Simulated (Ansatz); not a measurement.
`BN([SiH3])C=C` → `C=NBC[SiH3]`  (isomerisation)

Program: Ansatz. Geometries: PBE0-D4/def2-TZVP. ΔE: electronic, gas phase. CCSD(T)/CBS adds triple-zeta CCSD(T) − MP2 to the extrapolated MP2 energy (def2 sets, frozen cores). Functionals use def2-TZVPP. Each species was taken in one conformer, which may not be the lowest.

`BN([SiH3])C=C`:

Cartesian coordinates in Å:
```
B 1.312 0.405 1.374
N 0.353 0.110 0.387
Si -1.306 -0.303 0.828
C 0.707 0.140 -0.971
C -0.099 -0.116 -1.996
H 2.426 0.680 1.031
H 0.997 0.375 2.526
H -2.246 0.671 0.218
H -1.394 -0.259 2.303
H -1.637 -1.660 0.324
H 1.746 0.404 -1.139
H -1.143 -0.383 -1.879
H 0.283 -0.062 -3.006
```

`C=NBC[SiH3]`:

Cartesian coordinates in Å:
```
C -1.658 0.344 2.127
N -0.642 0.490 1.431
B 0.474 0.640 0.668
C 0.411 0.646 -0.901
Si 0.810 -1.056 -1.580
H -2.232 1.202 2.492
H -2.023 -0.649 2.408
H 1.517 0.726 1.257
H 1.155 1.336 -1.312
H -0.574 0.932 -1.281
H -0.215 -2.043 -1.142
H 0.836 -1.046 -3.069
H 2.138 -1.522 -1.097
```

```csv
level,ΔE (kcal/mol),difference from CCSD(T)/CBS
LDA (SPW92),4.4,-3.8
BLYP-D4,4.4,-3.8
revPBE,-0.1,-8.3
PBE0,3.8,-4.4
MP2/def2-SVP,5.3,-2.9
CCSD(T)/def2-SVP,4.6,-3.6
MP2/def2-TZVPP,8.7,0.5
CCSD/def2-TZVPP,7.8,-0.4
HF/CBS(def2),9.7,1.5
MP2/CBS(def2),9.2,1.0
CCSD(T)/CBS,8.2,0
```

Largest T1 diagnostic among the species: 0.014.

Leaving LDA and LC-ωPBE aside and taking each functional with its dispersion term where it has one, the values, not all of them listed here, spread over 6.1 kcal/mol, from PBE-D4 to BHLYP-D4. LDA lies +2.9 kcal/mol from PBE without D4. The D4 term adds +1.5 kcal/mol with B3LYP and +0.7 kcal/mol with PBE0; it sums over pairs of atoms, weighted by their polarisabilities, and B3LYP, whose exchange is more repulsive, gets the larger term. In def2-TZVPP, CCSD(T) changes the Hartree–Fock value by −1.8 kcal/mol (the triples alone add −0.1 kcal/mol) and MP2 by −0.8 kcal/mol.

B3LYP here is the variant with VWN-RPA as its local correlation; programs differ in this.
